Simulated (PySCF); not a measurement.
## Correlation energy of Ir (iridium, neutral)

[Xe] 4f14 5d6 6s2 6p1, one real determinant (an excited configuration). Calculation: PySCF 2.14, in def2-TZVPPD with the def2 core potential (60 electrons) (6s5p3d2f1g, 59 functions); a scalar-relativistic core potential. Frozen: nothing; 17 electrons correlated.

```json
{"level": "CCSD", "correlation energy (mhartree)": "-429.41"}
{"level": "(T)", "correlation energy (mhartree)": "-19.22"}
{"level": "CCSD(T)", "correlation energy (mhartree)": "-448.63"}
```

Diagnostics: T1 = 0.017, D1 = 0.0833, largest double amplitude 0.147.

The real determinant used has ⟨L²⟩ near 8 against 12 for a pure F term, so it mixes terms. Spin-orbit coupling, absent here, splits the open shell strongly.

Cost of the coupled-cluster step: roughly 40 core-seconds, for 17 correlated electrons.

The reference is one real determinant that mixes LS terms of this configuration.

The basis has no tight functions for the innermost shells, so their pair energies are far from complete.

This basis was not built for core-valence correlation, so the inner-shell part is incomplete.
